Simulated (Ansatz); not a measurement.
Harmonic frequencies (cm⁻¹) at PBE0-D4/def2-TZVP from Ansatz: 69, 143, 179, 219, 241, 268, 305, 324, 361, 383, 408, 436, 535, 563, 600, 763, 817, 848, 893, 898, 973, 1078, 1867, 1870, 3906, 3923, 3934.

Each molecule was computed in one conformer, which needn't be the lowest.

Task: Which molecule is it?
A. `C=C[CH2][InH2]`
B. `C=C[CH2][InH][Cl]`
C. `O[Si](O)(O)[O][InH2]`
D. `C[CH2][In]([OH])[Cl]`

Result: C.
